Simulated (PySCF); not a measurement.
A structure optimised at PBE-D3(BJ)/def2-SVP, used in a PySCF frequency run:

```xyz
10

Bi    -0.2867     0.1247     0.0000
F      1.3566     1.3929     0.0000
C      0.5911    -1.2053     1.6467
H      0.1644    -0.9409     2.6325
H      0.4020    -2.2721     1.4185
H      1.6788    -0.9992     1.6384
C      0.5911    -1.2053    -1.6467
H      0.1644    -0.9409    -2.6325
H      1.6788    -0.9992    -1.6384
H      0.4020    -2.2721    -1.4185
```
Charge 0, spin multiplicity 1.

Problem. Write its SMILES, formula and point group.

Solution. [CH3][Bi]([CH3])[F], C₂H₆BiF, Cs

Problem. What are its rotational constants (standard atomic weights)?

Solution. 3.3156, 3.2816, 2.8276 GHz
